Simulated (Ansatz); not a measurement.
**Question.** Name a neutral molecule of F, In, Se and H with size of the dipole moment (ωB97M-V/def2-TZVPP) between 4.90 and 5.20 D and HOMO energy (PBE/def2-TZVPP) between -8.15 and -7.85 eV (Ansatz, PBE0-D4/def2-TZVP geometry).

**Answer.** `[F][In-]([F])([F])[SeH2+]` (5.19 D, -8.01 eV). Other molecules can fit too; these were computed, each in one conformer that needn't be the lowest.
